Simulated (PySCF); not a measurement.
Fractional electron number in Ti (titanium, neutral)

The 4s beta orbital of [Ar] 3d2 4s2 is emptied in steps (occupation f), with all orbitals relaxed, ending at [Ar] 3d2 4s1. Calculation: PySCF 2.14, in aug-pcseg-2; the non-relativistic Hamiltonian (point nucleus). The exact energy is a straight line in f; departures are measured from the line between the end points of the same method.

```json
{"f": "1", "BHandHLYP (eV)": "0.000"}
{"f": "0.8", "BHandHLYP (eV)": "-0.221"}
{"f": "0.6", "BHandHLYP (eV)": "-0.337"}
{"f": "0.4", "BHandHLYP (eV)": "-0.344"}
{"f": "0.2", "BHandHLYP (eV)": "-0.234"}
{"f": "0", "BHandHLYP (eV)": "0.000"}
```

**Question.** For BHandHLYP, how does the orbital energy at f = 1 compare with the removal energy?

**Answer.** −ε = 5.240 eV against a total-energy difference of 6.599 eV. By Janak's theorem ε = ∂E/∂f, so the gap between them reflects the curvature. Along the path −ε is 5.753 (f = 0.8), 6.288 (f = 0.6), 6.850 (f = 0.4), 7.452 (f = 0.2) eV.

Reference removal energy between the ground levels: 6.828 eV (measured; NIST Atomic Spectra Database, ionization energies). The calculation has no spin-orbit coupling.
